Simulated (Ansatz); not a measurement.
```yaml
crystal:
  periodic: [false, false, false]
  atoms:
    - {symbol: B, position_ang: [-2.633876, 1.030734, 0.490294]}
    - {symbol: B, position_ang: [-1.505546, -0.170758, 0.735802]}
    - {symbol: O, position_ang: [-0.128410, -0.014272, 0.512014]}
    - {symbol: C, position_ang: [0.810750, -1.101658, 0.689233]}
    - {symbol: Si, position_ang: [1.965939, -0.997458, -0.862318]}
    - {symbol: In, position_ang: [1.129522, 1.398013, -1.132163]}
    - {symbol: H, position_ang: [-3.208644, 1.188945, -0.481333]}
    - {symbol: H, position_ang: [-2.919794, 1.769884, 1.425702]}
    - {symbol: H, position_ang: [-1.820094, -1.306859, 1.143974]}
    - {symbol: H, position_ang: [0.235571, -2.069913, 0.735262]}
    - {symbol: H, position_ang: [1.313354, -0.938415, 1.564855]}
    - {symbol: H, position_ang: [1.617777, -1.993717, -1.837530]}
    - {symbol: H, position_ang: [3.359153, -1.261777, -0.423115]}
    - {symbol: H, position_ang: [1.835694, 2.677969, -0.247365]}
    - {symbol: H, position_ang: [-0.120387, 1.808098, -2.339967]}
basis:
  gaussian: {orbitals: def2-mTZVPP, fitting: {mean_field: cc-pVTZ-jkfit}}
magnetization: {spin_polarized: false, initial_magnetization: 2}
hamiltonian: {xc: {name: r2SCAN0}}
output: {forces: true}
```

```sh
$ ansatz run in.yaml --threads 2 --pin off --events-out ev --progress --plain --max-ram 22528MiB --backend cpu
```

How does Ansatz answer? (Best estimate.)

Computed: The program refused the input.
```
Functional definition: r2SCAN0
Error: <dir> the basis set cc-pVTZ-JKFIT has no functions for In
```
